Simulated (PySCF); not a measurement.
C₄H₁₅GeNSi, SMILES CN(C)[SiH2]C[CH2][GeH3], GFN2-xTB optimised geometry.

```
22

Si     0.51     0.80     0.00
N      2.23     0.80     0.00
C      3.02     1.02    -1.18
C      2.92     1.22     1.19
C     -0.10    -0.13    -1.53
C     -1.62    -0.14    -1.64
Ge    -2.55    -1.01    -0.13
H      0.15     0.10     1.24
H     -0.14     2.14     0.00
H      3.26     2.08    -1.33
H      2.49     0.66    -2.06
H      3.97     0.48    -1.10
H      2.32     0.98     2.06
H      3.12     2.30     1.19
H      3.88     0.70     1.26
H      0.30     0.31    -2.45
H      0.26    -1.16    -1.50
H     -1.99     0.88    -1.72
H     -1.93    -0.66    -2.56
H     -2.61    -0.15     1.09
H     -3.97    -1.33    -0.50
H     -1.90    -2.30     0.26
```

Density from CAM-B3LYP/def2-SVP (PySCF) at that geometry.

Minimum of the electron density along straight lines between bonded atoms, close to the bond critical point (lines longer than 1.1 times the sum of covalent radii, or with two minima, are not listed):

| bond | length / Å | ρ at the minimum / e bohr⁻³ | ∇²ρ there / e bohr⁻⁵ | position (fraction from the first atom) |
|---|---|---|---|---|
| Si1–N2 | 1.720 | 0.125 | ___ | 0.40 |
| N2–C3 | 1.442 | 0.275 | -0.80 | 0.61 |
| N2–C4 | 1.440 | 0.276 | -0.80 | 0.61 |
| Si1–C5 | 1.895 | 0.115 | 0.32 | 0.38 |
| C5–C6 | 1.523 | ___ | -0.53 | 0.50 |
| C6–Ge7 | 1.969 | 0.128 | ___ | 0.53 |
| Si1–H8 | 1.468 | 0.117 | 0.32 | 0.49 |
| Si1–H9 | 1.482 | 0.114 | 0.31 | 0.48 |
| C3–H10 | 1.097 | 0.275 | -1.01 | 0.63 |
| C3–H11 | 1.085 | 0.283 | -1.08 | 0.63 |
| C3–H12 | 1.094 | 0.277 | -1.04 | 0.63 |
| C4–H13 | 1.086 | 0.282 | -1.08 | 0.63 |
| C4–H14 | 1.097 | 0.276 | -1.02 | 0.63 |
| C4–H15 | 1.093 | 0.278 | -1.04 | 0.63 |
| C5–H16 | 1.093 | 0.271 | -0.96 | 0.62 |
| C5–H17 | 1.092 | 0.272 | -0.97 | 0.62 |
| C6–H18 | 1.092 | 0.273 | -0.99 | 0.63 |
| C6–H19 | 1.095 | 0.272 | -0.97 | 0.63 |
| Ge7–H20 | 1.494 | 0.142 | 0.08 | 0.59 |
| Ge7–H21 | 1.501 | 0.140 | 0.08 | 0.59 |
| Ge7–H22 | 1.496 | 0.142 | 0.08 | 0.59 |

### Question
Fill in the missing entries.

### Answer

- Si1–N2, ∇²ρ there / e bohr⁻⁵: 0.75
- C5–C6, ρ at the minimum / e bohr⁻³: 0.241
- C6–Ge7, ∇²ρ there / e bohr⁻⁵: 0.03
